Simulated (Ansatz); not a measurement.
Reaction (ligand exchange at a P–N bond): `CCN([SiH3])P` + `CNC` → `CN(C)P` + `CCN[SiH3]`

Program: Ansatz. Geometries: PBE0-D4/def2-TZVP. ΔE: electronic, gas phase. CBS: MP2 limit from def2 TZ/QZ plus the TZ coupled-cluster correction, frozen cores. DFT in def2-TZVPP. One conformer a species, not always the lowest.

(1) Is it downhill or uphill in electronic energy at CCSD(T)/CBS, and by how much? (An estimate is asked.)

(2) What do these levels give: r2SCAN-D4, r2SCAN, HF/def2-TZVPP, SCS-MP2/def2-TZVPP, CCSD/def2-TZVPP, CCSD/CBS(def2)? (Best estimate.)

Largest T1 diagnostic among the species: 0.011.

## Answers

(1) The calculation gave: Uphill: ΔE = +0.05 eV.

(2) The calculation gave: r2SCAN-D4 0.03, r2SCAN 0.02, HF/def2-TZVPP -0.01, SCS-MP2/def2-TZVPP 0.04, CCSD/def2-TZVPP 0.04, CCSD/CBS(def2) 0.04 eV.

In def2-TZVPP, CCSD(T) changes the Hartree–Fock value by +0.06 eV (the triples alone add +0.01 eV) and MP2 by +0.06 eV. The D4 term adds +0.06 eV with B3LYP and +0.03 eV with PBE0; it sums over pairs of atoms, weighted by their polarisabilities, and B3LYP, whose exchange is more repulsive, gets the larger term.

B3LYP here is the variant with VWN-RPA as its local correlation; programs differ in this.
